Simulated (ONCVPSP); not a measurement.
Scattering properties, ONCV potential for Ce (Z = 58)

Ce (Z = 58), optimised norm-conserving Vanderbilt (ONCV), made with ONCVPSP 4.0.1 (PBE, scalar-relativistic). Core [Kr], reference 4d10 4f1 5s2 5p6 5d1.5 6s1.5. Waves: 5s+6s: rc 2.95 bohr, ncon 3, nbas 7, qcut 5.3 1/bohr, 3 projectors, debl 2.6 Ha; 5p: rc 2.20 bohr, ncon 4, nbas 8, qcut 6.8 1/bohr, 2 projectors, debl 1.6 Ha; 4d+5d: rc 1.45 bohr, ncon 4, nbas 8, qcut 9.3 1/bohr, 2 projectors; 4f: rc 1.55 bohr, ncon 3, nbas 8, qcut 11.4 1/bohr, 2 projectors, debl 3.7 Ha. Local part: polynomial inside 0.95 bohr (lpopt 3, dvloc0 0 Ha). Core correction: polynomial model core, fcfact 0.5.

The phase is arctan(r·R′/R) of the radial function R(r), unwrapped; energies in Ha, scanned from -6 to 5 Ha. A pole is an energy at which the radial function vanishes at the test radius. The pseudo phase is shifted by a multiple of π to meet the all-electron one at the reference energy, and phase errors are pseudo minus all-electron; the curves can meet again beyond the range given. Levels narrower than the energy grid can be missing from the lists of poles. Where the grid stepped over a known ghost or core level, its pole and its step of π were put in at the level’s energy.

```json
{"channel": "s", "radius (bohr)": "3.00", "reference energy (Ha)": "-0.13", "poles, all-electron": "-1.41, 1.43", "poles, pseudo": "-3.17, -1.41, 1.43", "unbroken range about the reference energy with phases within 0.05 rad": "above -3.2", "phase error 1 Ha above the reference energy (rad)": "-0.000"}
{"channel": "p", "radius (bohr)": "2.24", "reference energy (Ha)": "-0.83", "poles, all-electron": "-0.16", "poles, pseudo": "-0.16", "unbroken range about the reference energy with phases within 0.05 rad": "below 1.1", "phase error 1 Ha above the reference energy (rad)": "-0.000"}
{"channel": "d", "radius (bohr)": "1.47", "reference energy (Ha)": "-0.09", "poles, all-electron": "-3.79", "poles, pseudo": "-3.79", "unbroken range about the reference energy with phases within 0.05 rad": "the whole range", "phase error 1 Ha above the reference energy (rad)": "+0.000"}
{"channel": "f", "radius (bohr)": "1.57", "reference energy (Ha)": "-0.17", "poles, all-electron": "0.36", "poles, pseudo": "0.37", "unbroken range about the reference energy with phases within 0.05 rad": "the whole range", "phase error 1 Ha above the reference energy (rad)": "+0.001"}
```

Note: ghosts flagged at negative energy: s at -86.2 eV; GHOST(+) flagged for p at 31.5 eV. A true bound ghost makes a file unfit for plane-wave use.

Phases in the p channel:

| E (Ha) | all-electron | pseudo |
| --- | --- | --- |
| -5.96 | 1.408 | 1.407 |
| -5.68 | 1.402 | 1.402 |
| -5.40 | 1.396 | 1.396 |
| -5.12 | 1.389 | 1.389 |
| -4.84 | 1.381 | 1.381 |
| -4.56 | 1.372 | 1.372 |
| -4.28 | 1.362 | 1.361 |
| -4.00 | 1.350 | 1.349 |
| -3.72 | 1.335 | 1.335 |
| -3.44 | 1.318 | 1.318 |
| -3.16 | 1.296 | 1.296 |
| -2.88 | 1.268 | 1.268 |
| -2.60 | 1.230 | 1.230 |
| -2.32 | 1.175 | 1.174 |
| -2.04 | 1.085 | 1.085 |
| -1.76 | 0.916 | 0.916 |
| -1.48 | 0.508 | 0.508 |
| -1.20 | -0.430 | -0.430 |
| -0.92 | -1.114 | -1.114 |
| -0.64 | -1.378 | -1.378 |
| -0.36 | -1.509 | -1.509 |
| -0.08 | -1.593 | -1.593 |
| 0.20 | -1.659 | -1.659 |
| 0.48 | -1.720 | -1.720 |
| 0.76 | -1.788 | -1.788 |
| 1.04 | -1.874 | -1.875 |
| 1.32 | -2.005 | -2.001 |
| 1.60 | -2.244 | -2.237 |
| 1.88 | -2.758 | -2.740 |
| 2.16 | -3.562 | -3.539 |
| 2.44 | -4.069 | -4.057 |
| 2.72 | -4.302 | -4.295 |
| 3.00 | -4.425 | -4.421 |
| 3.28 | -4.501 | -4.497 |
| 3.56 | -4.553 | -4.550 |
| 3.84 | -4.591 | -4.588 |
| 4.12 | -4.620 | -4.619 |
| 4.40 | -4.645 | -4.643 |
| 4.68 | -4.666 | -4.664 |
| 4.96 | -4.684 | -4.683 |
